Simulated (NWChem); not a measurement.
System: MoNH3S2O; SMILES [OH][Mo](=[NH])([SH])=[S]

Output (shortened):

```
             Northwest Computational Chemistry Package (NWChem) 7.3.0
             --------------------------------------------------------

 C1  symmetry detected

                             Geometry "geometry" -> ""
                             -------------------------

 Output coordinates in angstroms (scale by  1.889725989 to convert to a.u.)

  No.       Tag          Charge          X              Y              Z
 ---- ---------------- ---------- -------------- -------------- --------------
    1 Mo                  42.0000     0.24761054    -0.10142948    -0.04636642
    2 N                    7.0000     0.86106243    -0.04277013    -1.64204786
    3 H                    1.0000     0.86346914    -0.33445555    -2.61989449
    4 S                   16.0000    -1.23196631    -1.60347012     0.12534907
    5 O                    8.0000     1.62412878    -0.37350658     1.18724727
    6 H                    1.0000     2.55990637    -0.29123882     0.96696533
    7 S                   16.0000    -0.73282960     2.00644424     0.14410269
    8 H                    1.0000    -1.40675109     1.72559017     1.28544763

 Effective nuclear repulsion energy (a.u.)     686.4321825032

 Summary of "ao basis" -> "ao basis" (spherical)
 ------------------------------------------------------------------------------
       Tag                 Description            Shells   Functions and Types
 ---------------- ------------------------------  ------  ---------------------
 Mo                         def2-svp                11       31   5s3p2d1f
 N                          def2-svp                 6       14   3s2p1d
 H                          def2-svp                 3        5   2s1p
 S                          def2-svp                 8       18   4s3p1d
 O                          def2-svp                 6       14   3s2p1d

            General Information
            -------------------
          SCF calculation type: DFT
          Wavefunction type:  closed shell.
          No. of atoms     :     8
          No. of electrons :    64
           Alpha electrons :    32
            Beta electrons :    32
          Charge           :     0
          Spin multiplicity:     1
          Use of symmetry is: off; symmetry adaption is: off
          Maximum number of iterations: 150
          AO basis - number of functions:   110
                     number of shells:    48
          Convergence on energy requested:  1.00D-06
          Convergence on density requested:  1.00D-05
          Convergence on gradient requested:  5.00D-04

              XC Information
              --------------
                     Hartree-Fock (Exact) Exchange  1.000

      Superposition of Atomic Density Guess
      -------------------------------------

 Sum of atomic energies:       -1002.41979732

      Non-variational initial energy
      ------------------------------

 Total energy =    -993.377499
 1-e energy   =   -2052.378340
 2-e energy   =     727.076229
 HOMO         =      -0.326286
 LUMO         =      -0.057131

     ---------------------------------------------
      Total Density - Mulliken Population Analysis
     ---------------------------------------------

    Atom       Charge   Shell Charges
 -----------   ------   -------------------------------------------------------
    1 Mo  14    11.86  -0.39  1.55  0.86  0.36  0.06  5.94  0.39  0.18  2.31  0.55  0.06
    2 N    7     7.93   1.99  1.10  0.57  2.59  1.67  0.01
    3 H    1     0.74   0.58  0.12  0.04
    4 S   16    16.77   2.00  1.99  1.25  0.65  5.94  1.94  2.97  0.03
    5 O    8     8.85   1.99  1.11  0.68  3.10  1.97  0.00
    6 H    1     0.63   0.52  0.06  0.06
    7 S   16    16.45   2.00  1.99  1.21  0.62  5.94  1.82  2.84  0.03
    8 H    1     0.77   0.57  0.17  0.03

   convergence    iter        energy       DeltaE   RMS-Dens  Diis-err
 ---------------- ----- ----------------- --------- --------- ---------
 d= 0,ls=0.0,diis     1   -993.0393649991 -1.32D+03  2.23D-02  2.22D+00
 d= 0,ls=0.0,diis     2   -992.5262988621  5.13D-01  1.44D-02  7.30D+00
 d= 0,ls=0.0,diis     3   -993.3125756784 -7.86D-01  1.75D-03  4.48D-02
 d= 0,ls=0.0,diis     4   -993.3175445568 -4.97D-03  7.09D-04  9.66D-03
 d= 0,ls=0.0,diis     5   -993.3189594324 -1.41D-03  2.95D-04  4.89D-04
  Resetting Diis
 d= 0,ls=0.0,diis     6   -993.3191694617 -2.10D-04  2.10D-04  1.02D-04
 d= 0,ls=0.0,diis     7   -993.3192489293 -7.95D-05  7.60D-05  3.09D-05
 d= 0,ls=0.0,diis     8   -993.3192653778 -1.64D-05  4.48D-05  2.13D-05
 d= 0,ls=0.0,diis     9   -993.3192721888 -6.81D-06  9.86D-05  1.39D-05
 d= 0,ls=0.0,diis    10   -993.3192843408 -1.22D-05  4.90D-05  2.40D-06
 d= 0,ls=0.0,diis    11   -993.3192866085 -2.27D-06  1.45D-05  3.80D-07
 d= 0,ls=0.0,diis    12   -993.3192869394 -3.31D-07  1.04D-05  1.52D-07
 d= 0,ls=0.0,diis    13   -993.3192870611 -1.22D-07  4.61D-06  1.97D-08

         Total DFT energy =     -993.319287061122
      One electron energy =    -2055.427148243165
           Coulomb energy =      803.087663922247
    Exchange-Corr. energy =      -72.904414923778
 Nuclear repulsion energy =      331.924612183573

 Numeric. integr. density =        0.000000000000

                       DFT Final Molecular Orbital Analysis
                       ------------------------------------

 Vector   30  Occ=2.000000D+00  E=-4.134540D-01
              MO Center= -7.0D-01,  2.0D-01,  1.7D-02, r^2= 4.5D+00
   Bfn.  Coefficient  Atom+Function         Bfn.  Coefficient  Atom+Function
  ----- ------------  ---------------      ----- ------------  ---------------
    62      0.329129  4 S  py                59      0.254236  4 S  py
    98     -0.240171  7 S  px               100     -0.223902  7 S  pz
    99     -0.211451  7 S  py                 6      0.204344  1 Mo px
    95     -0.167510  7 S  px                19      0.162202  1 Mo d  2
    97     -0.160296  7 S  pz                 9     -0.159332  1 Mo px

 Vector   31  Occ=2.000000D+00  E=-3.760547D-01
              MO Center= -7.3D-01, -1.2D+00, -7.0D-02, r^2= 3.0D+00
   Bfn.  Coefficient  Atom+Function         Bfn.  Coefficient  Atom+Function
  ----- ------------  ---------------      ----- ------------  ---------------
    63      0.527109  4 S  pz                60      0.369498  4 S  pz
    57      0.210677  4 S  pz                36      0.181642  2 N  py
    39     -0.167880  2 N  py                18      0.128250  1 Mo d  1
     8     -0.121430  1 Mo pz                11      0.117444  1 Mo pz
    61      0.114048  4 S  px                38     -0.109863  2 N  px

 Vector   32  Occ=2.000000D+00  E=-3.629875D-01
              MO Center= -7.3D-01,  1.9D-01,  1.2D-01, r^2= 4.8D+00
   Bfn.  Coefficient  Atom+Function         Bfn.  Coefficient  Atom+Function
  ----- ------------  ---------------      ----- ------------  ---------------
    98      0.400796  7 S  px                61     -0.307770  4 S  px
    62      0.272159  4 S  py                95      0.259023  7 S  px
   100      0.220080  7 S  pz                58     -0.215175  4 S  px
    59      0.184155  4 S  py                19      0.149690  1 Mo d  2
    92      0.148281  7 S  px                97      0.142045  7 S  pz

 Vector   33  Occ=0.000000D+00  E= 2.429151D-02
              MO Center= -1.9D-01, -3.2D-01, -5.3D-02, r^2= 3.1D+00
   Bfn.  Coefficient  Atom+Function         Bfn.  Coefficient  Atom+Function
  ----- ------------  ---------------      ----- ------------  ---------------
    19      0.652220  1 Mo d  2              61      0.409916  4 S  px
    24      0.265379  1 Mo d  2              15     -0.251487  1 Mo d -2
    62     -0.225868  4 S  py                18      0.218441  1 Mo d  1
    98      0.215227  7 S  px                38     -0.184157  2 N  px
    91      0.183735  7 S  s                 58      0.159654  4 S  px

 Vector   34  Occ=0.000000D+00  E= 3.968054D-02
              MO Center=  1.5D-01, -2.1D-01, -4.7D-02, r^2= 2.9D+00
   Bfn.  Coefficient  Atom+Function         Bfn.  Coefficient  Atom+Function
  ----- ------------  ---------------      ----- ------------  ---------------
    16      0.667781  1 Mo d -1              15      0.323934  1 Mo d -2
    63      0.263929  4 S  pz                39      0.257554  2 N  py
    62     -0.247276  4 S  py                19      0.233117  1 Mo d  2
    76     -0.222730  5 O  py                21      0.214642  1 Mo d -1
    73     -0.183785  5 O  py                36     -0.176144  2 N  py

 Vector   35  Occ=0.000000D+00  E= 6.429220D-02
              MO Center=  7.4D-02,  1.4D-01, -2.5D-01, r^2= 3.9D+00
   Bfn.  Coefficient  Atom+Function         Bfn.  Coefficient  Atom+Function
  ----- ------------  ---------------      ----- ------------  ---------------
    15      0.566244  1 Mo d -2               5     -0.474112  1 Mo s
    99     -0.453048  7 S  py                91      0.450542  7 S  s
    20      0.355059  1 Mo d -2              16     -0.351105  1 Mo d -1
    62     -0.332532  4 S  py                39     -0.288923  2 N  py
    54     -0.279143  4 S  s                 13     -0.257975  1 Mo py

     ---------------------------------------------
      Total Density - Mulliken Population Analysis
     ---------------------------------------------

    Atom       Charge   Shell Charges
 -----------   ------   -------------------------------------------------------
    1 Mo  14    13.07  -0.40  1.62  0.82  0.29 -0.02  6.01  0.57  0.20  3.23  0.65  0.09
    2 N    7     7.47   1.99  1.02  0.63  2.26  1.56  0.02
    3 H    1     0.80   0.68  0.07  0.05
    4 S   16    16.21   2.00  1.99  1.21  0.67  5.94  1.72  2.63  0.04
    5 O    8     8.61   1.99  1.05  0.75  2.83  1.98  0.01
    6 H    1     0.74   0.65  0.03  0.07
    7 S   16    16.22   2.00  1.99  1.18  0.65  5.94  1.75  2.65  0.05
    8 H    1     0.89   0.70  0.16  0.03

     -------------------------------------------
      Total Density - Lowdin Population Analysis
     -------------------------------------------

[...]
```

Level: Hartree-Fock/def2-SVP with def2 effective core potentials on Mo. Coordinates come from a PBE0/def2-SVP optimisation. No frequency run checked for a minimum. def2 effective core potentials on Mo; no spin-orbit coupling.

**Question.** Write an input that gives this output.

**Answer.** This is not unique; one that fits is the input that was run:
```
start job
memory heap 200 mb stack 900 mb global 1100 mb
geometry units angstroms noautoz
  Mo     0.185911    -0.108902     0.042985
  N      1.130058    -0.011442    -1.380058
  H      1.341192    -0.273445    -2.343410
  S     -1.308418    -1.592624    -0.157788
  O      1.261093    -0.439173     1.534808
  H      2.223020    -0.364618     1.524328
  S     -0.794741     2.007012     0.086604
  H     -1.701650     1.702141     1.045920
end
basis spherical
  * library def2-svp
end
ecp
  Mo library def2-ecp
end
dft
  xc hfexch
  iterations 150
  mulliken
end
task dft energy
```
